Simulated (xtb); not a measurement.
Input file for xtb: GFN2-xTB on BH4P (SMILES BP), a point of a torsion scan.

```
$ xtb mol.xyz --gfn 2 --opt vtight --chrg 0 --uhf 0 --input xcontrol
6

B     -0.96070107    -0.07712307    -0.16728271
P      0.93446361     0.08995664    -0.32335786
H     -1.60689416     0.89410338    -0.34200372
H     -1.47543220    -0.90467660     0.51590512
H      1.63813003    -0.25091427     0.86923937
H      1.34420757     1.36317564    -0.89211552
$constrain
  force constant=1.0
  dihedral: 3,1,2,5,120.0
$end
```

Output:

```
[...]
           -------------------------------------------------
          |                Calculation Setup                |
           -------------------------------------------------



           -------------------------------------------------
          |                 G F N 2 - x T B                 |
           -------------------------------------------------

        Reference                      10.1021/acs.jctc.8b01176
      * Hamiltonian:
        H0-scaling (s, p, d)           1.850000    2.230000    2.230000
        zeta-weighting                 0.500000
      * Dispersion:
        s8                             2.700000
        a1                             0.520000
        a2                             5.000000
        s9                             5.000000
      * Repulsion:
        kExp                           1.500000    1.000000
        rExp                           1.000000
      * Coulomb:
        alpha                          2.000000
        third order                    shell-resolved
        anisotropic                    true
        a3                             3.000000
        a5                             4.000000
        cn-shift                       1.200000
        cn-exp                         4.000000
        max-rad                        5.000000


          ...................................................
          :                      SETUP                      :
          :.................................................:
          :  # basis functions                  18          :
          :  # atomic orbitals                  17          :
          :  # shells                            9          :
          :  # electrons                        12          :
          :  max. iterations                   250          :
          :  Hamiltonian                  GFN2-xTB          :
          :  restarted?                      false          :
          :  GBSA solvation                  false          :
          :  PC potential                    false          :
          :  electronic temp.          300.0000000     K    :
          :  accuracy                    1.0000000          :
          :  -> integral cutoff          0.2500000E+02      :
          :  -> integral neglect         0.1000000E-07      :
          :  -> SCF convergence          0.1000000E-05 Eh   :
          :  -> wf. convergence          0.1000000E-03 e    :
          :  Broyden damping             0.4000000          :
          :  net charge                          0          :
          :  unpaired electrons                  0          :
          ...................................................

 iter      E             dE          RMSdq      gap      omega  full diag
   1     -5.5517788 -0.555178E+01  0.104E+01    4.02       0.0  T
   2     -5.5635655 -0.117867E-01  0.968E+00    1.73       1.0  T
   3     -5.7345835 -0.171018E+00  0.558E+00    3.03       1.0  T
   4     -5.7782368 -0.436533E-01  0.237E+00    2.43       1.0  T
   5     -5.7673867  0.108502E-01  0.161E+00    2.69       1.0  T
   6     -5.7757941 -0.840747E-02  0.908E-01    2.27       1.0  T
   7     -5.7784719 -0.267775E-02  0.277E-01    2.42       1.0  T
   8     -5.7787049 -0.232985E-03  0.703E-02    2.38       1.0  T
   9     -5.7787095 -0.467257E-05  0.339E-02    2.37       1.2  T
  10     -5.7787145 -0.499875E-05  0.241E-03    2.37      16.9  T
  11     -5.7787145 -0.485311E-08  0.839E-04    2.37      48.6  T
  12     -5.7787145  0.142885E-08  0.643E-04    2.37      63.5  T

   *** convergence criteria satisfied after 12 iterations ***

         #    Occupation            Energy/Eh            Energy/eV
      -------------------------------------------------------------
         1        2.0000           -0.6405612             -17.4306
         2        2.0000           -0.4998642             -13.6020
         3        2.0000           -0.4750589             -12.9270
         4        2.0000           -0.4339174             -11.8075
         5        2.0000           -0.4304878             -11.7142
         6        2.0000           -0.3540653              -9.6346 (HOMO)
         7                         -0.2668149              -7.2604 (LUMO)
         8                         -0.1639522              -4.4614
         9                         -0.1490998              -4.0572
        10                         -0.0795456              -2.1645
        11                          0.0062426               0.1699
       ...                                ...                  ...
        17                          0.8218215              22.3629
      -------------------------------------------------------------
                  HL-Gap            0.0872504 Eh            2.3742 eV
             Fermi-level           -0.3104401 Eh           -8.4475 eV

 SCC (total)                   0 d,  0 h,  0 min,  0.005 sec
 SCC setup                      ...        0 min,  0.000 sec (  1.977%)
 Dispersion     
[...]
138             -12.8741
         4        2.0000           -0.4466581             -12.1542
         5        2.0000           -0.4353888             -11.8475
         6        2.0000           -0.3849731             -10.4757 (HOMO)
         7                         -0.2773712              -7.5477 (LUMO)
         8                         -0.1851023              -5.0369
         9                         -0.1269241              -3.4538
        10                         -0.0313749              -0.8538
        11                          0.0231143               0.6290
       ...                                ...                  ...
        17                          0.9605661              26.1383
      -------------------------------------------------------------
                  HL-Gap            0.1076019 Eh            2.9280 eV
             Fermi-level           -0.3311721 Eh           -9.0117 eV

 SCC (total)                   0 d,  0 h,  0 min,  0.002 sec
 SCC setup                      ...        0 min,  0.000 sec (  3.550%)
 Dispersion                     ...        0 min,  0.000 sec (  1.084%)
 classical contributions        ...        0 min,  0.000 sec (  0.435%)
 integral evaluation            ...        0 min,  0.000 sec ( 22.651%)
 iterations                     ...        0 min,  0.000 sec ( 27.793%)
 molecular gradient             ...        0 min,  0.001 sec ( 39.590%)
 printout                       ...        0 min,  0.000 sec (  4.221%)

         :::::::::::::::::::::::::::::::::::::::::::::::::::::
         ::                     SUMMARY                     ::
         :::::::::::::::::::::::::::::::::::::::::::::::::::::
         :: total energy              -5.761301355961 Eh    ::
         :: gradient norm              0.000079466763 Eh/a0 ::
         :: HOMO-LUMO gap              2.927997020275 eV    ::
         ::.................................................::
         :: SCC energy                -5.816128560112 Eh    ::
         :: -> isotropic ES            0.019651910011 Eh    ::
         :: -> anisotropic ES          0.002842148599 Eh    ::
         :: -> anisotropic XC          0.001544267300 Eh    ::
         :: -> dispersion             -0.002071354056 Eh    ::
         :: repulsion energy           0.054802197464 Eh    ::
         :: add. restraining           0.000025006687 Eh    ::
         :: total charge               0.000000000000 e     ::
         :::::::::::::::::::::::::::::::::::::::::::::::::::::

           -------------------------------------------------
          |                Property Printout                |
           -------------------------------------------------

    * Orbital Energies and Occupations

         #    Occupation            Energy/Eh            Energy/eV
      -------------------------------------------------------------
         1        2.0000           -0.6497232             -17.6799
         2        2.0000           -0.5087770             -13.8445
         3        2.0000           -0.4731138             -12.8741
         4        2.0000           -0.4466581             -12.1542
         5        2.0000           -0.4353888             -11.8475
         6        2.0000           -0.3849731             -10.4757 (HOMO)
         7                         -0.2773712              -7.5477 (LUMO)
         8                         -0.1851023              -5.0369
         9                         -0.1269241              -3.4538
        10                         -0.0313749              -0.8538
        11                          0.0231143               0.6290
        12                          0.0578812               1.5750
        13                          0.3007823               8.1847
        14                          0.3428259               9.3288
        15                          0.3914832              10.6528
        16                          0.8513617              23.1667
        17                          0.9605661              26.1383
      -------------------------------------------------------------
                  HL-Gap            0.1076019 Eh            2.9280 eV
             Fermi-level           -0.3311721 Eh           -9.0117 eV

     #   Z          covCN         q      C6AA      α(0)
     1   5 B        2.835     0.252    17.528     6.992
     2  15 P        2.910    -0.185   168.822    23.346
     3   1 H        0.940    -0.084     5.025     3.504
     4   1 H        0.939    -0.085     5.066     3.519
     5   1 H        0.977     0.062     2.173     2.303
     6   1 H        0.977     0.041     2.427     2.435

 Mol. C6AA /au·bohr⁶  :        608.462831
 Mol. C8AA /au·bohr⁸  :      22237.567276
 Mol. α(0) /au        :         42.099211


Wiberg/Mayer (AO) data.
largest (>0.10) Wiberg bond orders for each atom

 ---------------------------------------------------------------------------
     #   Z sym  total        # sym  WBO       # sym  WBO       # sym  WBO
 ---------------------------------------------------------------------------
     1   5 B    3.214 --     2 P    1.183     3 H    0.976     4 H    0.974
     2  15 P    3.091 --     1 B    1.183     6 H    0.955     5 H    0.928
Note: The following floating-point exceptions are signalling: IEEE_UNDERFLOW_FLAG IEEE_DENORMAL
normal termination of xtb
     3   1 H    0.993 --     1 B    0.976
     4   1 H    0.993 --     1 B    0.974
     5   1 H    0.996 --     2 P    0.928
     6   1 H    0.998 --     2 P    0.955
 ---------------------------------------------------------------------------

Topologies differ in total number of bonds
Writing topology from bond orders to xtbtopo.mol

molecular dipole:
                 x           y           z       tot (Debye)
 q only:       -0.017       0.108       0.155
   full:       -0.146       0.254       0.293       1.054
molecular quadrupole (traceless):
                xx          xy          yy          xz          yz          zz
 q only:       -0.283       0.419       0.021       0.778       0.125       0.261
  q+dip:       -1.065       0.878       1.098       1.751      -0.738      -0.033
   full:       -1.476       1.264       0.554       2.216      -0.060       0.921

           -------------------------------------------------
          |                Geometry Summary                 |
           -------------------------------------------------

      molecular mass/u    :       45.8165531
   center of mass at/Å    :        0.4206286      -0.0159485      -0.3428201
  moments of inertia/u·Å² :        0.5647238E+01   0.3794633E+02   0.4050520E+02
rotational constants/cm⁻¹ :        0.2985111E+01   0.4442494E+00   0.4161844E+00

 * 5 selected distances

     #   Z          #   Z                                           value/Å
     1   5 B        2  15 P                                       1.8574117 (max)
     1   5 B        3   1 H                                       1.1676641 (min)
     1   5 B        4   1 H                                       1.1689377
     2  15 P        5   1 H                                       1.3789248
     2  15 P        6   1 H                                       1.3823219

 * 3 distinct bonds (by element types)

   Z      Z             #   av. dist./Å        max./Å        min./Å
   1 H    5 B           2     1.1683009     1.1689377     1.1676641
   1 H   15 P           2     1.3806234     1.3823219     1.3789248
   5 B   15 P           1     1.8574117     1.8574117     1.8574117


optimized geometry written to: xtbopt.xyz


           -------------------------------------------------
          | TOTAL ENERGY               -5.761301355961 Eh   |
          | GRADIENT NORM               0.000079466763 Eh/α |
          | HOMO-LUMO GAP               2.927997020275 eV   |
           -------------------------------------------------

------------------------------------------------------------------------
------------------------------------------------------------------------
 total:
 SCF:
 ANC optimizer:
```

The run finished.

Warnings raised: the energy holds the restraint's term.

Cost: about 0.08 core-seconds (a rough figure).
